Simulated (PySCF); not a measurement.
CrO₂F, SMILES [O]=[Cr](=[O])[F] (connectivity only; charge and spin as stated), neutral, multiplicity 2. Atoms are numbered in the order given.

```xyz
4

Cr     0.0000     0.0000    -0.0404
O      0.0000     1.3083    -0.8825
O      0.0000    -1.3083    -0.8825
F      0.0000     0.0000     1.6766
```
Charge 0, spin multiplicity 2.

Geometry optimised at B3LYP-D3(BJ)/def2-SVP. The geometry has at least one imaginary mode, so it is a saddle point at that level. The multiplicity is an assumed one; other spin states were not compared. The isomer is the one that the SMILES or the coordinates give; other isomers of the formula were not compared.

Calculation: PySCF with TDA-ωB97X/def2-SVPD.

Vertical excitations. 

```tsv
state	energy (eV)	λ (nm)	f	main pairs
root 1	0.65	1894	0.000	α HOMO→LUMO 91 %
root 2	1.67	741	0.000	α HOMO→LUMO+1 95 %
root 3	2.61	475	0.000	α HOMO−1→LUMO 93 %
root 4	2.89	429	0.000	α HOMO−1→LUMO+1 83 %, β HOMO→LUMO+2 5 %
root 5	3.15	394	0.000	α HOMO−2→LUMO 42 %, α HOMO→LUMO+2 26 %, β HOMO−2→LUMO+1 9 %, β HOMO−4→LUMO+2 8 %
root 6	3.28	378	0.002	α HOMO→LUMO+2 65 %, α HOMO−2→LUMO 10 %, β HOMO−2→LUMO+1 8 %
root 7	3.35	370	0.000	β HOMO→LUMO 92 %
root 8	3.48	356	0.003	α HOMO−2→LUMO+1 34 %, α HOMO−5→LUMO 24 %, β HOMO−2→LUMO+2 17 %, β HOMO−4→LUMO+1 11 %, β HOMO→LUMO 6 %
root 9	3.61	343	0.000	β HOMO→LUMO+1 94 %
root 10	3.87	320	0.002	α HOMO−3→LUMO 55 %, β HOMO−1→LUMO+1 11 %
```
Unrestricted roots are not spin-pure.
